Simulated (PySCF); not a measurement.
Gas-phase thermal properties of SnO

Computed with PySCF (xtb for GFN2) and rigid-rotor harmonic-oscillator thermochemistry at 1 bar. All species are closed-shell singlets. Sn: scalar-relativistic def2 core potential, no spin-orbit coupling. The harmonic model lacks anharmonicity and excited electronic states, which grow with temperature; levels with a mode under 35 cm⁻¹ are left out.

```tsv
level	point group	σ	ZPE (kJ/mol)	S°298 (J/mol/K)	Cp298 (J/mol/K)	S°1000 (J/mol/K)	H1000 − H298 (kJ/mol)
GFN2-xTB	C∞v	1	4.2	232.2	32.5	274.7	24.9
PBE/def2-SVP	C∞v	1	4.7	232.5	31.9	274.5	24.7
PBE0/def2-TZVP	C∞v	1	5.2	231.8	31.4	273.3	24.4
```
σ: rotational symmetry number. Electronic degeneracy used: 1. Frequencies are unscaled.
